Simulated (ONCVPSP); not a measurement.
## Plane-wave convergence, ONCV potential for O (Z = 8)

```json
{
  "Element": "O",
  "Generator": "ONCVPSP 4.0.1",
  "Type": "optimised norm-conserving Vanderbilt (ONCV)",
  "Functional": "PBE",
  "Relativity": "scalar-relativistic",
  "Frozen core": "[He]",
  "Valence charge": "6",
  "Reference configuration": "2s1 2p5",
  "Partial waves": "2s: rc 0.85 bohr, ncon 4, nbas 7, qcut 8.8 1/bohr, local; 2p: rc 1.20 bohr, ncon 4, nbas 8, qcut 14.1 1/bohr, 2 projectors, debl 1.3 Ha; d scattering state at 0.17 Ha: rc 1.05 bohr, ncon 3, nbas 7, qcut 9 1/bohr, 2 projectors, debl 1.1 Ha",
  "Local potential": "the s channel",
  "Core correction": "Teter function, fcfact 3.75, rcfact 1.05"
}
```

Q: For each optimised wave give the share of its norm inside rc, the residual kinetic energy above qcut (Ha) and the cutoffs (Ha) for errors of 10, 1, 0.1 and 0.01 mHa per electron.

A:

| wave | norm inside rc | residual KE | 10 mHa | 1 mHa | 0.1 mHa | 0.01 mHa |
| --- | --- | --- | --- | --- | --- | --- |
| 2s | 0.323 | 1.0e-03 | 26.5 | 39.0 | 136.1 | 170.1 |
| 2p | 0.564 | 2.4e-09 | 37.5 | 51.8 | 63.6 | 73.6 |
| p projector 2 | 0.155 | 2.7e-09 | 35.4 | 50.8 | 63.4 | 74.2 |
| d projector 1 | 0.000 | 3.5e-08 | 0.5 | 1.5 | 6.0 | 15.4 |
| d projector 2 | 0.020 | 5.4e-06 | 7.4 | 17.2 | 28.5 | 38.1 |

The occupied waves need 52 Ha and 136 Ha for 1 and 0.1 mHa. Rows with under 1 % of the norm inside rc give no meaningful cutoff.
